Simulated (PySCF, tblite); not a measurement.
C3H5B2F5.
SMILES with atom numbers: `[BH2:1][CH:2]([BH2:3])[C:4]([F:5])([F:6])[C:7]([F:8])([F:9])[F:10]` (hydrogens: H11, H12 on B1; H13 on C2; H14, H15 on B3)

Geometry (GFN2-xTB, Å), atoms numbered from 1 in this order:
```xyz
15
C3H5B2F5 angstrom
B      1.928   -0.845    0.094
C      0.621    0.023    0.311
B      0.942    1.414   -0.357
C     -0.634   -0.661   -0.204
F     -0.633   -0.823   -1.548
F     -0.771   -1.917    0.314
C     -1.931    0.099    0.183
F     -3.033   -0.545   -0.191
F     -1.994    0.263    1.511
F     -1.974    1.319   -0.359
H      1.915   -1.745   -0.646
H      2.892   -0.558    0.682
H      0.504    0.159    1.390
H      0.543    1.660   -1.424
H      1.619    2.165    0.222
```

Jobs on this species (15 atoms, 78 electrons) with PySCF (density fitting) and tblite. Hardware of each: Intel Xeon at 2.50 GHz, one thread, on a shared host. The host was shared with other jobs, so the times are rough.

```csv
level and settings,work,basis functions,SCF cycles,wall time
GFN2-xTB,Hessian by finite differences,–,–,?
PBE0/pcSseg-1,"shieldings, charges and field gradients, density and orbital grids written",195,14,2.0 min
GFN2-xTB,L-BFGS relaxation,–,–,1.7 s
```

Question: Fill in the missing figures.

Answer: 
- GFN2-xTB; Hessian by finite differences: 1.5 s

Question: What do all jobs in the table cost together?

Answer: About 2.1 min; the longest takes about 97 % of that, and about 80 times as long as the shortest.
